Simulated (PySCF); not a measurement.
Compound: C7H7FO.
Cartesian coordinates in Å at the PBE0-D3(BJ)/def2-SVP level; atoms count from 1:
```xyz
16
C7H7FO angstrom
O     -3.021    0.366    0.155
C     -1.679    0.243    0.067
C     -1.060   -0.896   -0.458
C      0.329   -0.971   -0.522
C      1.124    0.083   -0.067
C      2.623   -0.014   -0.139
F      3.227    1.109    0.360
C      0.498    1.218    0.452
C     -0.888    1.303    0.520
H     -3.437   -0.431   -0.191
H     -1.670   -1.731   -0.817
H      0.793   -1.872   -0.934
H      2.953   -0.150   -1.185
H      2.982   -0.885    0.440
H      1.114    2.046    0.807
H     -1.382    2.189    0.925
```

Level of theory: PySCF, TDDFT wB97X-D/def2-SVPD, vertical, gas phase, core orbitals frozen in the response.

Transition dipole moments from the ground state, in atomic units and in the frame of the coordinates above (overall signs are arbitrary), for the states with f of 0.002 or more among the lowest 5:

| state | E (eV) | μx | μy | μz |
| --- | --- | --- | --- | --- |
| S1 | 5.076 | -0.091 | -0.472 | -0.209 |
| S2 | 5.907 | 0.739 | 0.041 | 0.001 |
| S4 | 6.923 | -1.861 | 0.629 | 0.323 |
| S5 | 7.010 | -0.828 | -1.234 | -0.532 |

Task: Work out the oscillator strengths.

Result: f = (2/3) ΔE |μ|² with ΔE in hartree (27.2114 eV).

```json
{"state": "S1", "|μ|² (au)": "0.275", "|μ| (D)": "1.33", "f": "0.034"}
{"state": "S2", "|μ|² (au)": "0.548", "|μ| (D)": "1.88", "f": "0.079"}
{"state": "S4", "|μ|² (au)": "3.961", "|μ| (D)": "5.06", "f": "0.672"}
{"state": "S5", "|μ|² (au)": "2.492", "|μ| (D)": "4.01", "f": "0.428"}
```

Task: The point group is Cs. Which irreducible representation does each state belong to?

Result: From a totally symmetric ground state, an allowed state transforms like the component of the dipole operator along its μ. Polarised in the mirror plane, so A′: S1, S2, S4 and S5.

Task: What angle do the transition dipoles of S1 and S2 make?

Result: |cos θ| = |μa·μb| / (|μa| |μb|) = 0.22, so θ ≈ 77° (taken between 0 and 90°, since the signs are arbitrary).

Task: How is the summed strength of these states shared among x, y and z?

Result: (2/3) Σ ΔE μα² gives 0.785 for x, 0.357 for y and 0.072 for z, 1.213 in all.

Task: What peak molar absorption coefficient would the strongest computed level give as a lone Gaussian band 0.4 eV wide at half height?

Result: ε(max) = 2.175×10⁸ f / FWHM, with the width in cm⁻¹. S4: 2.175×10⁸ × 0.6719 / 3226 ≈ 45000 L mol⁻¹ cm⁻¹.

One conformer stands for the species.
